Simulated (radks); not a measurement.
Excited configurations of Hg: one electron is placed in a higher orbital outside [Xe] 4f14 5d10 6s1. The ground configuration is [Hg]. All-electron calculation, Dirac Kohn-Sham, PBE, spin-unpolarised, spherical densities, point nucleus; open shells fill j = l - 1/2 first. Program: a radial shooting solver on a logarithmic mesh with Libxc functionals. Excitation = E - E(ground); binding = E(ion) - E, where the ion is the core of charge +1; n* = 1/sqrt(2 binding) in atomic units, and the quantum defect is n - n*.

5f5/2: excitation (eV) 9.791; binding (eV) 0.911; quantum defect 1.135; eigenvalue (eV) -0.435
6p1/2: excitation (eV) 5.435; binding (eV) 5.266; quantum defect 4.393; eigenvalue (eV) -2.409
6d3/2: excitation (eV) 9.091; binding (eV) 1.610; quantum defect 3.093; eigenvalue (eV) -0.716
6f5/2: excitation (eV) 10.073; binding (eV) 0.629; quantum defect 1.349; eigenvalue (eV) -0.366
7s1/2: excitation (eV) 7.962; binding (eV) 2.739; quantum defect 4.771; eigenvalue (eV) -1.590
7p1/2: excitation (eV) 8.757; binding (eV) 1.944; quantum defect 4.355; eigenvalue (eV) -1.091
7d3/2: excitation (eV) 9.687; binding (eV) 1.015; quantum defect 3.338; eigenvalue (eV) -0.565
7f5/2: excitation (eV) 10.247; binding (eV) 0.454; quantum defect 1.528; eigenvalue (eV) -0.286

The Delta-SCF ionisation energy is 10.701 eV (NIST Atomic Spectra Database: 10.438 eV, measured). Self-interaction in the functional shifts the binding energies and quantum defects, so they are the method's values and not measured ones. Spin polarisation and multiplet splitting are left out, so open shells lie too high by an amount that depends on their filling.

Beside tabulated values, note that spin-unpolarised runs miss the spin-polarisation part of the exchange energy of open shells.
